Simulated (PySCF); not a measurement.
**Basis-set dependence of population analyses: `CCc1cccnc1`**

C7H9N.
Bonds: C1–C2, C2–C3, C3–C4 (aromatic), C4–C5 (aromatic), C5–C6 (aromatic), C6–N7 (aromatic), N7–C8 (aromatic), C3–C8 (aromatic). Hydrogens: H9, H10, H11 on C1; H12, H13 on C2; H14 on C4; H15 on C5; H16 on C6; H17 on C8.

PBE0 throughout (PySCF), one geometry, spherical d and f functions. Isolated species at its PBE0-D3(BJ)/def2-SVP geometry (one conformer only). The first 7 of 14 kinds of atom are listed.

Mulliken charges (e):

| basis | functions | C1 | C2 | C3 | C4 | C5 | C6 | N7 |
| --- | --- | --- | --- | --- | --- | --- | --- | --- |
| STO-3G | 49 | -0.229 | -0.146 | -0.001 | -0.081 | -0.090 | +0.002 | -0.236 |
| pcSseg-0 | 90 | -0.624 | -0.493 | -0.261 | -0.116 | -0.308 | +0.101 | -0.655 |
| 6-31G | 90 | -0.481 | -0.392 | +0.068 | -0.159 | -0.171 | -0.019 | -0.392 |
| 6-31G* | 130 | -0.517 | -0.409 | +0.109 | -0.167 | -0.190 | -0.005 | -0.382 |
| cc-pVDZ | 157 | -0.078 | -0.027 | -0.183 | +0.079 | -0.070 | +0.107 | -0.225 |
| def2-SVP | 157 | -0.065 | -0.018 | -0.160 | +0.037 | -0.059 | +0.046 | -0.166 |
| pcSseg-1 | 181 | -0.274 | -0.142 | -0.389 | +0.048 | -0.177 | +0.140 | -0.414 |
| aug-cc-pVDZ | 265 | +0.387 | +0.271 | +1.441 | +0.619 | +0.684 | +0.084 | -0.462 |
| 6-311+G(2d,p) | 270 | -0.572 | -0.288 | +0.688 | -0.247 | -0.064 | -0.068 | -0.292 |
| def2-TZVP | 302 | -0.374 | -0.218 | +0.196 | -0.232 | -0.076 | -0.063 | -0.198 |

IAO charges (e):

```
        basis  functions      C1      C2      C3      C4      C5      C6      N7
       STO-3G         49  -0.388  -0.259  -0.019  -0.126  -0.152  -0.061  -0.178
     pcSseg-0         90  -0.417  -0.269  -0.021  -0.132  -0.177  -0.032  -0.254
        6-31G         90  -0.425  -0.266  -0.008  -0.139  -0.175  -0.040  -0.257
       6-31G*        130  -0.405  -0.254  -0.014  -0.128  -0.174  -0.014  -0.273
      cc-pVDZ        157  -0.404  -0.254  -0.012  -0.132  -0.176  -0.017  -0.267
     def2-SVP        157  -0.394  -0.248  -0.013  -0.128  -0.173  -0.014  -0.266
     pcSseg-1        181  -0.404  -0.253  -0.017  -0.132  -0.179  -0.016  -0.275
  aug-cc-pVDZ        265  -0.416  -0.259  -0.012  -0.134  -0.182  -0.017  -0.281
6-311+G(2d,p)        270  -0.417  -0.260  -0.013  -0.134  -0.181  -0.016  -0.282
    def2-TZVP        302  -0.418  -0.260  -0.013  -0.134  -0.181  -0.015  -0.280
```

Q: Which scheme is steadiest as the basis changes?

A: Largest range over the bases for any column: IAO 0.10 e, Mulliken 1.83 e. IAO charges move least and Mulliken charges most, counted in e. Without the minimal STO-3G basis the ranges are IAO 0.03, Mulliken 1.83 e.

Q: How much do the charges still move between the two largest bases, 6-311+G(2d,p) and def2-TZVP?

A: At most, over all atoms: Mulliken 0.492 e, IAO 0.002 e.

Q: What do the same runs give for the total energy, the frontier levels and the dipole moment?

A: 
| basis | energy (Eh) | HOMO (eV) | LUMO (eV) | μ (D) |
| --- | --- | --- | --- | --- |
| STO-3G | -322.5451 | -4.66 | 2.25 | 2.24 |
| pcSseg-0 | -325.7849 | -6.96 | -0.66 | 2.74 |
| 6-31G | -326.4343 | -6.83 | -0.36 | 2.73 |
| 6-31G* | -326.5189 | -7.02 | -0.35 | 2.39 |
| cc-pVDZ | -326.5448 | -7.09 | -0.51 | 2.28 |
| def2-SVP | -326.2900 | -7.13 | -0.60 | 2.40 |
| pcSseg-1 | -326.4808 | -7.28 | -0.73 | 2.49 |
| aug-cc-pVDZ | -326.5605 | -7.27 | -0.78 | 2.50 |
| 6-311+G(2d,p) | -326.6096 | -7.31 | -0.79 | 2.52 |
| def2-TZVP | -326.6354 | -7.26 | -0.73 | 2.45 |

The dipole is fixed by the density alone, so its range of 0.50 D shows that the density itself changes with the basis, not only its division among atoms.
